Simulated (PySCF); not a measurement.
# Electronic structure of F(2+) (fluorine, charge +2) at the BHandHLYP level

Configuration: [He] 2s1 2p4, high-spin 4P determinant (an excited configuration). Computed with PySCF 2.14 in x2c-TZVPPall with one added diffuse shell each of s, p, d type (6s4p3d1f, 40 functions), with the spin-free X2C one-electron Hamiltonian (Gaussian nucleus).

- Total energy: -97.2189 hartree
- One-electron energy: -125.7297 hartree
- Hartree (Coulomb) energy: 37.9304 hartree
- Exchange-correlation energy: -9.4196 hartree
- ⟨S²⟩: 3.7516
- ⟨L²⟩: 2.004
- Sum of ⟨r⟩: 4.838 bohr
- Sum of ⟨r²⟩: 5.081 bohr²
- Traceless quadrupole moment −½Σ⟨3z² − r²⟩ along its main axis: -0.421 e·bohr²
- Langevin diamagnetic susceptibility: -4.02 ×10⁻⁶ cm³/mol

```
shell  electrons  mean orbital energy (eV)  spread (eV)  rms radius, mean of both spins (bohr)
 1s α          1                   -739.11            0                                  0.204
 1s β          1                   -734.57            0                                  0.204
 2s α          1                   -79.303            0                                  0.988
 2p α          3                   -57.542        2.906                                   1.00
 2p β          1                   -49.685            0                                   1.00
```
